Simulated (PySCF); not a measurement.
Structure elucidation problem

An unknown has the formula C4H7NSi. Its calculated NMR data are:

$^{1}$H NMR (400 MHz, computed): δ 8.49 (d, 1H), 5.25 (q, 2H), 2.89 (d, 1H), 0.35 (t, 3H).

$^{13}$C{$^{1}$H} NMR (computed): δ 158.0, 89.4, 81.8, -3.6.

[PySCF 2.14: GFN2-xTB structure; shielding tensors at PBE0/pcSseg-1 (GIAO); one conformer; equivalent nuclei averaged; no solvent model; no relativistic terms]

Referencing at the same level of theory: $^{1}$H (σ = 31.72 ppm) and $^{13}$C (σ = 186.93 ppm) against TMS.

**Question.** Which of these isomers gave the spectra?
A. C#C/C=N\[SiH2]C
B. C=C(C#N)C[SiH3]
C. C#C[SiH2]/C=N\C
D. [H]/N=C\CC#C[SiH3]
E. C=C(C)[SiH2]C#N
F. N#CC1C[SiH2]C1

**Answer.** A. 

1. The formula gives 3 degrees of unsaturation (no ring in the answer).
2. 4 carbon signals for 4 carbons: no two carbons are equivalent.
3. Carbon types of the structure: 1 × C, 2 × CH, 1 × CH3, leaving 2 H on heteroatoms.
4. δC 158.0: C=N carbon.
5. δC 89.4: terminal alkyne carbon; sp carbons lie upfield of alkene carbons because the cylindrical π system leaves one tensor component strongly shielded.
6. δC 81.8: alkyne carbon; the triple bond shields along its axis, which puts it between sp3 and sp2 carbons.
7. δC -3.6: methyl carbon bonded to Si; an electropositive neighbour leaves it electron-rich and shielded.
8. δH 2.89: hydrogen on a terminal alkyne carbon; it lies on the axis of the triple bond, in its shielding cone.

The others: C#C[SiH2]/C=N\C has carbons computed at 168.4, 107.4, 84.5, 53.7; C=C(C#N)C[SiH3] has carbons computed at 136.0, 129.1, 123.7, 22.0, with a different DEPT pattern; N#CC1C[SiH2]C1 would give 3 carbon signals, not 4; C=C(C)[SiH2]C#N has carbons computed at 146.0, 139.7, 123.5, 27.2, with a different DEPT pattern; [H]/N=C\CC#C[SiH3] would give 3 signals for carbon-bound and other non-exchanging H, not 4.

Shifts are as computed. Against solution values, carbons near 30 ppm lie about +3 ppm off and those near 130 ppm about +5 ppm. Of 1211 compounds with measured shifts, 218 miss one by over three times the rms of a fit or turn the order of signals round; such compounds aren't used in these exercises. No couplings were computed; multiplicities are counted from neighbouring protons, with m where these are inequivalent, close in shift, in a saturated or five-membered ring or joined by F or P, and br s for small geminal =CH2 splittings.
